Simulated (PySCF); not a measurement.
# Al (aluminium, neutral) across methods

[Ne] 3s2 3d1, 2D determinant (an excited configuration). Computed with PySCF 2.14 in aug-cc-pwCVTZ (8s7p5d3f, 75 functions), with the non-relativistic Hamiltonian (point nucleus).

| method | E (hartree) | mean ε 3s α (eV) | mean ε 3s β (eV) | mean ε 3d α (eV) | Σ⟨r²⟩ (bohr²) | ⟨S²⟩ |
| --- | --- | --- | --- | --- | --- | --- |
| PBEsol | -241.5971 | -10.061 | -9.924 | -0.481 | 58.67 | 0.750 |
| UHF | -241.71734 | -13.192 | -13.112 | -1.203 | 62.67 | 0.750 |
| TPSSh | -242.2217 | -10.555 | -10.425 | -0.591 | 59.51 | 0.750 |
| B97-3 | -242.1891 | -11.111 | -11.031 | -0.749 | 60.47 | 0.750 |
| PBE | -242.0842 | -10.094 | -9.956 | -0.546 | 58.81 | 0.750 |
| wB97M-V | -242.1968 | -13.065 | -12.935 | -1.139 | 57.21 | 0.750 |
| r2SCAN | -242.1764 | -10.191 | -10.128 | -0.463 | 58.47 | 0.750 |
| LDA | -241.1693 | -10.206 | -10.054 | -0.401 | 58.34 | 0.750 |
| PBE0 | -242.0989 | -11.064 | -10.948 | -0.797 | 59.45 | 0.750 |

The outer electron is Rydberg-like, and this basis confines it to a smaller radius and binds it less than a complete one would.
